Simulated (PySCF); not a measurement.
Level of theory: B3LYP-D3(BJ)/def2-TZVP // B3LYP-D3(BJ)/def2-SVP in PySCF. All species are isolated molecules in the gas phase. B3LYP has the VWN-RPA correlation part, as in Gaussian. Excitations are Tamm–Dancoff values on a coarser integration grid. The basis has no diffuse functions, so Rydberg states are missing or too high.

Reference species (SMILES): `c1c2c(c(c([SiH3])cc2)C)sc1` (neutral, multiplicity 1).

| Quantity | Result |
|---|---|
| brightest of the four lowest singlets (TDA) | 5.51 eV |
| HOMO | -6.11 eV |
| dipole moment | 1.10 D |
| T1 excitation (TDA) | 3.20 eV |

Changed species: `Cc1cc2cccc([SiH3])c2s1`.

Question: Predict the effect on the brightest of the four lowest singlets (TDA), HOMO, dipole moment and T1 excitation (TDA).

Answer: the brightest of the four lowest singlets (TDA) decreases by 0.87 eV, to 4.64 eV; the HOMO falls by 0.04 eV, to -6.15 eV; the dipole moment rises by 0.65 D, to 1.75 D; the T1 excitation (TDA) rises by 0.13 eV, to 3.33 eV.
